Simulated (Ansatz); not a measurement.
Basis-set extrapolation for C₂H₈AlN, SMILES `[CH3][Al]([CH3])[NH2]` (PBE0-D4/def2-TZVP geometry, frozen core, the Gaussian-basis code of Ansatz). Multiplicity 1, RHF reference.

```json
{"": "HF", "def2-TZVPP": "-376.879562", "def2-QZVPP": "-376.893809"}
{"": "MP2 correlation", "def2-TZVPP": "-0.658986", "def2-QZVPP": "-0.703066"}
{"": "CCSD(T) correlation", "def2-TZVPP": "-0.727866", "def2-QZVPP": "not run"}
```

Energies in hartree. Use E(X) = E(∞) + A·exp(−7.88·√X) for Hartree–Fock and E(X) = E(∞) + B·X^(−2.97) for correlation, with X = 3 and 4, and add CCSD(T) minus MP2 of the smaller set to the MP2 limit.

Task: What is the CCSD(T) energy at the basis-set limit?

Result: HF limit: -376.893809 + (-0.014247) × 0.13774 = -376.89577. MP2 limit: -0.703066 + (-0.044080) × 0.74074 = -0.73572. Higher-order term: -0.727866 − (-0.658986) = -0.06888. Total: -377.70037 hartree, 2.53 eV below CCSD(T)/def2-TZVPP.
